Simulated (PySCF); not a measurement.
Electron correlation in Pt⁴¹⁺ (platinum, charge +41)

Starting occupation: [Kr] 4d1, 4d3/2 with m_j = +3/2. Computed with PySCF 2.14 in an uncontracted even-tempered set (16 s from 5 bohr⁻², ratio 2.8; 14 p from 6.5 bohr⁻², ratio 2.8; 9 d from 6.5 bohr⁻², ratio 2.8; 3 f from 23 bohr⁻², ratio 3), with X2C-1e with screened-nucleus spin-orbit coupling, Gaussian nucleus. Frozen: [Ar] 3d10; 9 electrons correlated; the 96 highest virtual spinors left out.

MP2 pair energies summed by pair of shells (mhartree):

| pair | energy | share (%) |
| --- | --- | --- |
| 4p3/2-4p3/2 | -106.95 | 37.5 |
| 4p1/2-4p3/2 | -73.20 | 25.7 |
| 4d3/2-4p3/2 | -28.34 | 9.9 |
| 4p3/2-4s1/2 | -20.92 | 7.3 |
| 4p1/2-4p1/2 | -15.76 | 5.5 |
| 4d3/2-4p1/2 | -14.14 | 5.0 |
| 4p1/2-4s1/2 | -11.41 | 4.0 |
| 4s1/2-4s1/2 | -8.86 | 3.1 |
| 4d3/2-4s1/2 | -5.57 | 2.0 |

Total MP2 correlation energy: -285.14 mhartree.

At this charge the one-electron X2C treatment keeps the bare 1/r₁₂, with no two-electron picture change or Breit term. The effect here is smaller than on the frozen 1s shell.
